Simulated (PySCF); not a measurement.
# Worked example: oscillator strength and radiative lifetime

Si(H)(NH2) (H3NSi), SMILES N[SiH] (connectivity only; charge and spin as stated), neutral, multiplicity 1.

Coordinates come from a B3LYP-D3(BJ)/def2-TZVP optimisation.

TDDFT-ωB97X/def2-TZVPD run with PySCF puts the first singlet state with f over 0.02 at 3.54 eV (vertical), with the transition dipole (0.000, 0.000, 0.609) in atomic units.

Task: Find the oscillator strength, the wavelength and the radiative lifetime that this transition would have in vacuum if emission retraced absorption.

Result: 
|μ|² = 0.3709 au, so |μ| = 1.55 D. ΔE = 3.54/27.211 = 0.1301 hartree. f = (2/3) ΔE |μ|² = 0.032 (the program prints 0.032).
λ = 1239.84/3.54 = 350 nm; ν = 28552 cm⁻¹.
Einstein's coefficient A = 0.6670 ν² f s⁻¹ (ν in cm⁻¹) = 1.7e7 s⁻¹, so τ = 1/A = 57 ns. This state is S1. The figure is the radiative limit of this one transition; relaxation, internal conversion, crossing to triplets and a medium change what is measured.
